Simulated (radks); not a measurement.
Results of a calculation; reference values are marked as such.
Question: These are the eigenvalues of the occupied orbitals of an atom or ion with whole-number occupations (hartree). Level of theory: scalar-relativistic Kohn-Sham, BLYP, spin-polarised, spherical densities, point nucleus (a radial shooting solver on a logarithmic mesh with Libxc functionals).

| orbital | eigenvalue |
|---|---|
| 1s up | -1906.338 |
| 1s down | -1906.338 |
| 2s up | -316.1835 |
| 2s down | -316.1818 |
| 2p up | -280.9754 |
| 2p down | -280.9741 |
| 3s up | -70.30963 |
| 3s down | -70.24203 |
| 3p up | -59.45456 |
| 3p down | -59.38725 |
| 3d up | -45.30717 |
| 3d down | -45.25543 |
| 4s up | -14.15389 |
| 4s down | -13.99729 |
| 4p up | -10.58055 |
| 4p down | -10.42569 |
| 4d up | -5.67878 |
| 4d down | -5.52657 |
| 5s up | -2.00433 |
| 5s down | -1.92525 |
| 5p up | -1.16280 |
| 5p down | -1.10362 |
| 4f up | -0.38718 |
| 6s up | -0.33360 |
| 4f down | -0.25673 |

Which element is it, and in what charge state? The configuration may be excited. Open shells, if any, are filled with parallel spins first.

Answer: Z = 65, terbium, charge +1: Tb+ in [Xe] 4f9 6s1. The list shows which subshells hold electrons but not how many an open one holds; the 1s level, -1906.3 hartree, gives Z - s = 61.7 by -(Z - s)^2/2, which with screening and relativity narrows Z to a few neighbours, and the depths of the outer levels then fix element, charge and occupations together.
